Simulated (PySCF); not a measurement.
PySCF 2.14 output of an unrestricted PBE0 calculation on a single atom or ion in aug-cc-pVDZ-PP with ECP28MDF, with a scalar-relativistic core potential:

```
SCF conv_tol = 1e-09
number electrons alpha = 7  beta = 4
    C. Adamo and V. Barone.,  J. Chem. Phys. 110, 6158 (1999)
    M. Ernzerhof and G. E. Scuseria.,  J. Chem. Phys. 110, 5029 (1999)
cycle= 1 E= -55.7346201991026  delta_E= -0.00239  |g|= 0.00732  |ddm|= 0.264
cycle= 2 E= -55.734654586428  delta_E= -3.44e-05  |g|= 0.00215  |ddm|= 0.059
cycle= 3 E= -55.7346567263041  delta_E= -2.14e-06  |g|= 0.000201  |ddm|= 0.0196
cycle= 4 E= -55.7346567631478  delta_E= -3.68e-08  |g|= 1.08e-05  |ddm|= 0.00107
cycle= 5 E= -55.7346567632413  delta_E= -9.36e-11  |g|= 2.42e-07  |ddm|= 0.000111
converged SCF energy = -55.7346567632413  <S^2> = 3.750899  2S+1 = 4.0004495
```

The run itself started from symmetry-adapted Hartree-Fock orbitals and held the occupation by maximum overlap, on a logarithmic radial grid, so the iterations belong to that start.

Which element, charge and spin multiplicity is this?

Nb²⁺ (niobium, charge +2), multiplicity 4; the state was [Kr] 4d2 5s1, high-spin 4F determinant (an excited configuration).

Energies and moments cover only the electrons outside the core potential.
